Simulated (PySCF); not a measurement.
# ZrF4: from structure and modes to constants

Level of theory: PBE in PySCF with Zr def2-SVP with ECP28, F def2-SVP; scalar-relativistic core potentials, no spin–orbit coupling; density-fitted integrals.

The singlet minimum has Td symmetry. Masses (u): Zr 89.90470, F 18.99840.

```xyz
5
charge 0 multiplicity 1, angstrom
Zr    0.0000    0.0000    0.0000
F    -1.1019   -1.1019    1.1019
F     1.1019    1.1019    1.1019
F     1.1019   -1.1019   -1.1019
F    -1.1019    1.1019   -1.1019
```

Harmonic wavenumbers (cm⁻¹): 143.6 (e, ×2), 149.4 (t2, ×3), 660.3 (a1, ×1), 686.9 (t2, ×3).

Question: Find the principal moments of inertia and the rotational constants. What kind of rotor is it?

Answer: About the centre of mass I = 184.54, 184.54, 184.54 u Å². With B = 16.8576/I this gives 0.09135, 0.09135, 0.09135 cm⁻¹. The molecule is a spherical top.

Question: What is the harmonic zero-point energy?

Answer: Half the sum of all 9 wavenumbers, 3457/2 = 1728 cm⁻¹, which is 20.7 kJ/mol (1 cm⁻¹ = 0.0119627 kJ/mol).

Question: Find the vibrational entropy and heat capacity at 298.15 K.

Answer: With u = 1.43878 ω/T, each mode gives S = R[u/(eᵘ−1) − ln(1−e⁻ᵘ)] and C = R u² eᵘ/(eᵘ−1)².
```
  ω (cm⁻¹)      u  S (J/(mol K))  C (J/(mol K))
143.6 (×2)  0.693          11.53           7.99
149.4 (×3)  0.721          11.21           7.96
     660.3  3.187           1.49           3.80
686.9 (×3)  3.315           1.35           3.57
```
The sums over all modes are S = 62.2 and C = 54.4 J/(mol K); the softest mode gives 19 % of the entropy (each member, where degenerate).

Stability towards spin polarisation was not tested. Only a few start shapes were tried, so a lower isomer may exist.
